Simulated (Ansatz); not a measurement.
Calculated with Ansatz (gas phase, PBE0-D4/def2-TZVP geometries, no zero-point term in ΔE). CBS: MP2 limit from def2 TZ/QZ plus the TZ coupled-cluster correction, frozen cores. This one scheme is used for every species. DFT in def2-TZVPP. One conformer a species, not always the lowest.

Reaction (cleavage of the Si–Si bond): `[NH2][AlH][SiH2][SiH2]Cl` + `C=C=N` → `C=C=N[SiH2]Cl` + `[NH2][AlH][SiH3]`

Q: Is it downhill or uphill in electronic energy at CCSD(T)/CBS, and by how much? (Estimate.)

A: Computed: Downhill: ΔE = -0.58 eV.

Q: What do these levels give: PBE-D4, PBE0, HF/def2-TZVPP, SCS-MP2/def2-TZVPP, SCS-MP2/def2-QZVPP, MP2/CBS(def2)? (Best estimate.)

A: Computed: PBE-D4 -0.39, PBE0 -0.49, HF/def2-TZVPP -0.85, SCS-MP2/def2-TZVPP -0.71, SCS-MP2/def2-QZVPP -0.71, MP2/CBS(def2) -0.68 eV.

Largest T1 diagnostic among the species: 0.015.

From PBE to PBE0 (25 % exact exchange), in def2-TZVPP and without D4, ΔE moves by −0.06 eV. In def2-TZVPP, CCSD(T) changes the Hartree–Fock value by +0.27 eV (the triples alone add +0.03 eV) and MP2 by +0.16 eV. The D4 term adds +0.06 eV with B3LYP and +0.04 eV with PBE0; it sums over pairs of atoms, weighted by their polarisabilities, and B3LYP, whose exchange is more repulsive, gets the larger term.

B3LYP here is the variant with VWN-RPA as its local correlation; programs differ in this.
